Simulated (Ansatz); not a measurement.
Method: Ansatz (an electronic-structure program) with frozen-core CCSD(T)/cc-pVTZ // B3LYP-D3(BJ)/def2-TZVP.

Ansatz 0.2 input:
```yaml
crystal:
  periodic: [false, false, false]
  atoms:
    - { symbol: Si, position_ang: [-0.168618, 0.00022, -0.001598] }
    - { symbol: Br, position_ang: [2.066468, -0.002699, 0.019604] }
    - { symbol: H, position_ang: [-0.628513, 1.38038, -0.248169] }
    - { symbol: H, position_ang: [-0.62361, -0.898695, -1.079595] }
    - { symbol: H, position_ang: [-0.645726, -0.479207, 1.30976] }
basis:
  gaussian: { orbitals: cc-pVTZ }
correlation:
  method: ccsd_t
```

Output:

```
Functional definition: HF
711 factors; integrals over basis functions are off by at most 7.2e-4 eV
mean field evaluation 1: about -77910.7882 eV, gradient 1.2e1 eV
mean field evaluation 2: about -77910.8339 eV, gradient 1.3e1 eV
mean field evaluation 4: about -77911.5826 eV, gradient 1.8e0 eV
mean field evaluation 8: about -77911.5957 eV, gradient 2.9e-4 eV
mean field evaluation 16: about -77911.5173 eV, gradient 1.7e0 eV
mean field -77911.59574162 eV, -2863.1983331284 hartree, gradient 3.0e-6 eV, S^2 0.000000; 0 other end points of the search recorded, 0 dependent functions left out
14 core orbitals not correlated
reference -77911.59574162 eV, -2863.1983331284 hartree; 12, 12 occupied and 93, 93 virtual orbitals, 711 factors
second order -9.64499605 eV of doubles, -0.00000000 eV of singles
cycle   1  -10.17975874 eV  change   -5.3e-1 eV  update   6.5e-2
cycle   2  -10.47812225 eV  change   -3.0e-1 eV  update   1.9e-2
cycle   3  -10.50001716 eV  change   -2.2e-2 eV  update   6.9e-3
cycle   4  -10.49485600 eV  change    5.2e-3 eV  update   1.8e-3
cycle   5  -10.49518180 eV  change   -3.3e-4 eV  update   5.9e-4
cycle   6  -10.49500757 eV  change    1.7e-4 eV  update   1.6e-4
cycle   7  -10.49498867 eV  change    1.9e-5 eV  update   3.8e-5
cycle   8  -10.49501114 eV  change   -2.2e-5 eV  update   1.3e-5
perturbative correction -0.35553695 eV, -0.0130657419 hartree
Total energy: -77922.44628971 eV, -2863.5970834157 hartree
```

Cost: about 11 core-seconds (a rough figure).
